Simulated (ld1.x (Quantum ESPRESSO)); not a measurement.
**osmium (Os), TM: configuration errors across variants**

* Element: osmium (Os)
* Generator: ld1.x (Quantum ESPRESSO) 7.5
* Type: norm-conserving Troullier–Martins (Kleinman–Bylander form)
* Functional: PBE
* Relativity: scalar-relativistic
* Frozen core: [Xe] 4f14
* Valence charge: 8
* Reference configuration: 5d6 6s2 6p0
* Partial waves: 6p (bound, empty): rc 3.10 bohr; 5d (bound): rc 1.30 bohr; 6s (bound): rc 1.85 bohr
* Local potential: the s channel
* Core correction: none

All-electron excitation energies from the reference (eV): (1) 5d6 6s1 6p0 9.577; (2) 5d6 6s0 6p0 26.491; (3) 5d5 6s0 6p0 55.338; (4) 5d4 6s0 6p0 96.816; (5) 5d7 6s0 6p0 9.039; (6) 5d5 6s2 6p0 11.078; (7) 5d6 6s1 6p1 5.057.

3 further variants failed, have other tests or another functional or relativity, and are left out.

A true bound ghost makes a file unfit for plane-wave use even where its test errors are small: the radial tests pick states by their node count and pass the ghost by.

Errors AE − PS in meV (a dash: test not solved or not reliable):

```csv
change,(1),(2),(3),(4),(5),(6),(7),bound ghosts
base,+8.2,+58,+24,-170,-9.6,+23,+3.9,none
core correction a·sin(br)/r model core inside 1.06 bohr,-6.8,-35,-171,-657,-84,-14,-2.8,none
wave 6p (bound): rc 3.10 bohr becomes 6p (bound): rc 2.00 bohr,+8.2,+58,+24,-171,-9.6,+23,+3.6,p
wave 5d (bound): rc 1.30 bohr becomes 5d (bound): rc 1.22 bohr,+8.3,+60,+27,-168,-8.9,+24,+4.0,none
wave 6s (bound): rc 1.85 bohr becomes 6s (bound): rc 1.88 bohr,+8.2,+58,+24,-170,-9.6,+23,+3.9,none
```

Give the same row for: all radii scaled by about 1.17 (s 2.18, p 3.64, d 1.52 bohr).

+1.4, +36, +20, -158, -56, -36, +1.8; bound ghosts: none.
